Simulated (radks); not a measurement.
The numbers below are computed, except where a source is named.
Ionisation of the dysprosium ion Dy3+, [Xe] 4f9, to [Xe] 4f8 as the strength of local exchange is varied. Code: a radial shooting solver on a logarithmic mesh with Libxc functionals. Model: Dirac Kohn-Sham, Slater X-alpha exchange (alpha = 2/3 is LDA exchange), no correlation, spin-unpolarised, spherical densities, point nucleus; open shells fill j = l - 1/2 first.

alpha,E(Dy3+) (hartree),exchange (hartree),IE (eV),-e of the level emptied (eV),<r> of it (bohr)
0.564,-12114.0004,-209.8511,39.178,29.610 (4f7/2),0.8337
0.594,-12125.1681,-221.2262,40.134,30.476 (4f7/2),0.8282
0.656,-12148.2820,-244.8019,42.147,32.307 (4f7/2),0.8171
0.667,-12152.3876,-248.9942,42.510,32.637 (4f7/2),0.8152
0.731,-12176.3035,-273.4420,44.649,34.595 (4f7/2),0.8045
0.764,-12188.6541,-286.0856,45.773,35.626 (4f7/2),0.7992
0.898,-12238.9378,-337.6884,50.474,39.965 (4f7/2),0.7789

NIST Atomic Spectra Database: 41.2 eV (semi-empirical). The Delta-SCF value meets it near alpha = 0.63. Spin polarisation and multiplet splitting are left out, so open shells lie too high by an amount that depends on their filling.

Beside tabulated values, note that spin-unpolarised runs miss the spin-polarisation part of the exchange energy of open shells. No tabulated value is given for the 4+ ions of Nd, Pm and Eu to Yb, where it belongs to another shell than the one emptied here.
